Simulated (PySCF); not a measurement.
The vertical singlet excitations below were computed for one of the candidates. Theory: TDDFT CAM-B3LYP/def2-SVPD, vertical, gas phase, core orbitals frozen in the response in PySCF. Geometries: PBE0-D3(BJ)/def2-SVP, one conformer each. Relativistic effects are left out although some hold elements past zinc.

```
state  λ (nm)       f
   S1   185.4  0.0054
   S2   176.3   0.149
   S3   172.8  0.0010
   S4   168.7  0.0090
   S5   165.9   0.022
   S6   163.0   0.031
   S7   159.9  0.0020
   S8   159.3   0.046
   S9   158.2  0.0021
  S10   157.4  0.0013
```

Triplets computed (Tamm–Dancoff): 4.29, 6.56, 7.03, 7.23 eV.

Orbital energies (eV): HOMO-3 -10.14, HOMO-2 -9.59, HOMO-1 -9.19, HOMO -8.36, LUMO 1.11, LUMO+1 1.42, LUMO+2 1.53.

Task: Which structure fits? All have the formula C5H12GeSi.
A. `CC[CH2][GeH2][C]#C[SiH3]`
B. `[CH2]([GeH]1[CH2]C=C[CH2]1)[SiH3]`
C. `CC(C)[SiH2]C#[C][GeH3]`
D. `CC[Si@H](C)C#[C][GeH3]`

Result: B. Its S1, at 6.69 eV, is the highest among the candidates; the nearest of the others has S1 at 5.63 eV. S1 is HOMO→LUMO (44%), HOMO→LUMO+2 (37%), HOMO→LUMO+1 (9%). Löwdin shares by element: HOMO carbon 82% or more (atoms not listed hold the other 18%); LUMO silicon 23%, germanium 17%, carbon 8% or more, hydrogen 7% or more (atoms not listed hold the other 44%). At the same level the other candidates give, for their lowest levels:
- `CC(C)[SiH2]C#[C][GeH3]`: 221 nm (f 0.000); 212 nm (f 0.003 summed over 2 states); 170 nm (f 0.093); 169 nm (f 0.001); 168 nm (f 0.385); T1 4.64 eV; HOMO -9.06, LUMO 0.65 eV
- `CC[Si@H](C)C#[C][GeH3]`: 220 nm (f 0.000); 211 nm (f 0.004); 211 nm (f 0.001); 170 nm (f 0.016); 170 nm (f 0.012); T1 4.66 eV; HOMO -9.03, LUMO 0.76 eV
- `CC[CH2][GeH2][C]#C[SiH3]`: 221 nm (f 0.000); 212 nm (f 0.002); 212 nm (f 0.001); 168 nm (f 0.131); 167 nm (f 0.002); T1 4.63 eV; HOMO -9.12, LUMO 0.63 eV
